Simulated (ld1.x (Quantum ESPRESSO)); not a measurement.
# Pseudopotential generation for As: ultrasoft, PBE, fully relativistic.

- Element: As
- Generator: ld1.x (Quantum ESPRESSO) 7.5
- Type: ultrasoft
- Functional: PBE
- Relativity: fully relativistic
- Frozen core: [Ar] 3d10
- Valence charge: 5
- Reference configuration: 4s2 4p3
- Partial waves: 4s (bound): rcut 1.25, rcutus 1.35 bohr; 4s channel at 0.65 Ry: rcut 1.25, rcutus 1.35 bohr; 4p (bound): rcut 1.35, rcutus 1.55 bohr; 4p channel at 0.45 Ry: rcut 1.35, rcutus 1.55 bohr; 4d channel at 0.2 Ry: rcut 1.05, rcutus 1.45 bohr
- Local potential: all-electron potential smoothed inside 1.25 bohr (lloc = -1)
- Core correction: Bessel-smoothed model core inside 0.90 bohr
- Augmentation charge: PSQ, inside the norm-conserving radii

Open shells are filled in proportion to 2j + 1 (rel_dist='average').

(1) Does the generator finish with these settings?

Results:

(1) No. ld1.x (Quantum ESPRESSO) 7.5 stopped with "chargeps: negative rho": the pseudo-density turned negative during the self-consistent test, most likely because a state had been found with a wrong node count and its wave set to zero before. Before that it printed "Warning: n=1, l=0 expected 0 nodes, found 1".
